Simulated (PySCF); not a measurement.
H2Be, triplet, geometry from GFN2-xTB (such geometries of metal compounds can be far from the true shape) (a higher spin typed on purpose: for a closed-shell molecule this is an excited state); WB97X/STO-3G run with PySCF.

The PySCF input:
```python
from pyscf import gto, scf, dft

mol = gto.M(
    atom='''
Be   -0.053150    0.269407    0.240314
H     0.485916   -1.040448    0.165693
H    -0.273315   -0.037181   -1.126950
''',
    basis='sto-3g',
    charge=0,
    spin=2,
    verbose=4,
)

mf = dft.UKS(mol)
mf.xc = 'wb97x'
mf.kernel()
```

Write the output that PySCF gives for this input, abridged.


```
PySCF version 2.14.0

[INPUT] verbose = 4
[INPUT] num. atoms = 3
[INPUT] num. electrons = 6
[INPUT] charge = 0
[INPUT] spin (= nelec alpha-beta = 2S) = 2
[INPUT] symmetry False subgroup None
[INPUT] Mole.unit = angstrom
[INPUT] Symbol           X                Y                Z      unit          X                Y                Z       unit  Magmom
[INPUT]  1 Be    -0.053150000000   0.269407000000   0.240314000000 AA   -0.100438943521   0.509105446041   0.454127643899 Bohr   0.0
[INPUT]  2 H      0.485916000000  -1.040448000000   0.165693000000 AA    0.918248159544  -1.966161766851   0.313114390758 Bohr   0.0
[INPUT]  3 H     -0.273315000000  -0.037181000000  -1.126950000000 AA   -0.516490495735  -0.070261907037  -2.129626856079 Bohr   0.0

nuclear repulsion = 3.27798568282365
number of shells = 5
number of NR pGTOs = 21
number of NR cGTOs = 7
basis = sto-3g
ecp = {}

******** <class 'pyscf.dft.uks.UKS'> ********
method = UKS
initial guess = minao
damping factor = 0
level_shift factor = 0
DIIS = <class 'pyscf.scf.diis.CDIIS'>
diis_start_cycle = 1
diis_space = 8
diis_damp = 0
SCF conv_tol = 1e-09
SCF conv_tol_grad = None
SCF max_cycles = 50
direct_scf = True
direct_scf_tol = 1e-13
number electrons alpha = 4  beta = 2
XC library pyscf.dft.libxc version 7.1.2
    S. Lehtola, C. Steigemann, M. J. T. Oliveira, and M. A. L. Marques,  SoftwareX 7, 1–5 (2018)
XC functionals = wb97x
    J.-D. Chai and M. Head-Gordon,  J. Chem. Phys. 128, 084106 (2008)
radial grids:
    Treutler-Ahlrichs [JCP 102, 346 (1995); DOI:10.1063/1.469408] (M4) radial grids

becke partition: Becke, JCP 88, 2547 (1988); DOI:10.1063/1.454033
pruning grids: <function nwchem_prune>
grids dens level: 3
symmetrized grids: False
atomic radii adjust function: <function treutler_atomic_radii_adjust>
small_rho_cutoff = 0
Set gradient conv threshold to 3.16228e-05
tot grids = 33344
init E= -15.4557781517101

cycle= 1 E= -15.5106148544702  delta_E= -0.0548  |g|= 0.0845  |ddm|= 1.31
cycle= 2 E= -15.524779583033  delta_E= -0.0142  |g|= 0.0288  |ddm|= 0.206
cycle= 3 E= -15.5272256357831  delta_E= -0.00245  |g|= 0.0108  |ddm|= 0.107
cycle= 4 E= -15.5275925391316  delta_E= -0.000367  |g|= 0.00414  |ddm|= 0.0352
cycle= 5 E= -15.5276360136703  delta_E= -4.35e-05  |g|= 0.000652  |ddm|= 0.0154
cycle= 6 E= -15.5276363143435  delta_E= -3.01e-07  |g|= 0.000249  |ddm|= 0.000615
cycle= 7 E= -15.5276363884296  delta_E= -7.41e-08  |g|= 3.49e-05  |ddm|= 0.000408
cycle= 8 E= -15.5276363902992  delta_E= -1.87e-09  |g|= 2.15e-06  |ddm|= 8.63e-05
cycle= 9 E= -15.5276363903072  delta_E= -8.01e-12  |g|= 6.4e-07  |ddm|= 6.79e-06
Extra cycle  E= -15.5276363903078  delta_E= -5.36e-13  |g|= 1.98e-07  |ddm|= 1.58e-06
converged SCF energy = -15.5276363903078  <S^2> = 2.0046234  2S+1 = 3.0030807
```
